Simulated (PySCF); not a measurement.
CH₂NO (SMILES [NH]C=O), doublet, at a GFN2-xTB geometry. Base run: PySCF with CCSD(T)/def2-SV(P).

PySCF was given this input:
```python
from pyscf import gto, scf, cc

mol = gto.Mole()
mol.atom = '''
    N     0.85986699   -0.69343707   -0.05411226
    C    -0.35523167   -0.27922787    0.06401295
    O    -0.54050716    0.94259611   -0.00329871
    H     1.58424477    0.00217596   -0.19394028
    H    -1.14786635   -1.01351809    0.21503810
'''
mol.basis = 'def2-sv(p)'
mol.spin = 1
mol.verbose = 4
mol.build()

mf = scf.UHF(mol)
mf.kernel()

mycc = cc.CCSD(mf)
mycc.kernel()
et = mycc.ccsd_t()
print('E(CCSD(T)) = %.10f' % (mycc.e_tot + et))
mf.analyze()
```

The base run was repeated with changes; each row names its change, and settings that it needs were set with it.

```json
[
 {"change": "base", "ΔE vs base (mEh)": "0.000", "MP2 correlation (Eh)": "-0.44376", "CC correlation without the perturbative part (Eh)": "-0.47274", "basis functions": "46", "core-seconds (rough)": "10"},
 {"change": "cc.iterative_damping = 0.8", "ΔE vs base (mEh)": "0.000", "MP2 correlation (Eh)": "-0.44376", "CC correlation without the perturbative part (Eh)": "-0.47274", "basis functions": "46", "core-seconds (rough)": "9"},
 {"change": "cc.conv_tol = 1e-9", "ΔE vs base (mEh)": "0.000", "MP2 correlation (Eh)": "-0.44376", "CC correlation without the perturbative part (Eh)": "-0.47274", "basis functions": "46", "core-seconds (rough)": "10"},
 {"change": "cc.diis_space = 3", "ΔE vs base (mEh)": "0.000", "MP2 correlation (Eh)": "-0.44376", "CC correlation without the perturbative part (Eh)": "-0.47274", "basis functions": "46", "core-seconds (rough)": "10"},
 {"change": "frozen = 3", "ΔE vs base (mEh)": "6.826", "MP2 correlation (Eh)": "-0.43645", "CC correlation without the perturbative part (Eh)": "-0.46605", "basis functions": "46", "core-seconds (rough)": "6"},
 {"change": "cc.level_shift = 0.2", "ΔE vs base (mEh)": "0.000", "MP2 correlation (Eh)": "-0.44376", "CC correlation without the perturbative part (Eh)": "-0.47274", "basis functions": "46", "core-seconds (rough)": "10"},
 {"change": "density fitting = JK and correlation", "ΔE vs base (mEh)": "0.045", "MP2 correlation (Eh)": "-0.44383", "CC correlation without the perturbative part (Eh)": "-0.47285", "basis functions": "46", "core-seconds (rough)": "20"},
 {"change": "method = cisd", "ΔE vs base (mEh)": "74.803", "MP2 correlation (Eh)": "-", "CC correlation without the perturbative part (Eh)": "-", "basis functions": "46", "core-seconds (rough)": "3"},
 {"change": "cc.diis_space = 10", "ΔE vs base (mEh)": "0.000", "MP2 correlation (Eh)": "-0.44376", "CC correlation without the perturbative part (Eh)": "-0.47274", "basis functions": "46", "core-seconds (rough)": "9"},
 {"change": "method = ccsd", "ΔE vs base (mEh)": "19.508", "MP2 correlation (Eh)": "-0.44376", "CC correlation without the perturbative part (Eh)": "-0.47274", "basis functions": "46", "core-seconds (rough)": "7"}
]
```

Open shells are given as the SCF converged; they aren't shown to be the lowest states, and a large step between rows can be another state.
